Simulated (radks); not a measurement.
Results of a calculation; reference values are marked as such.
Initial-state core-level shifts of the europium ion Eu3+ when its valence configuration changes from [Xe] 4f6. Code: a radial shooting solver on a logarithmic mesh with Libxc functionals. Model: non-relativistic Kohn-Sham, PBEsol, spin-unpolarised, spherical densities, point nucleus; relativity is left out, which matters for an element this heavy. Shifts are changes of the shell-averaged eigenvalues in eV (positive: less bound); the change of the density at the nucleus, which sets a Mossbauer isomer shift, is in e/bohr^3, on a base of 1.778e+05.

| valence | 1s | 2p | 3s | 5s | density at nucleus |
|---|---|---|---|---|---|
| 4f4 6s2 | -25.574 | -27.171 | -29.843 | -14.102 | +59.52 |
| 4f3 6s2 6p1 | -40.817 | -43.398 | -47.661 | -22.073 | +79.48 |
| 4f5 6p1 | -13.067 | -13.805 | -15.057 | -7.826 | +12.59 |
| 4f5.5 6p0.5 | -6.380 | -6.732 | -7.333 | -3.900 | +6.04 |
| 4f4.5 5d0.5 6p1 | -17.644 | -18.723 | -20.728 | -9.673 | +18.11 |
| 4f5 6s1 | -12.190 | -12.926 | -14.171 | -6.982 | +27.12 |
| 4f5 5d1 | -8.435 | -9.037 | -10.385 | -3.643 | +10.01 |
| 4f3 5d1 6s1 6p1 | -36.524 | -38.923 | -43.331 | -18.613 | +56.68 |
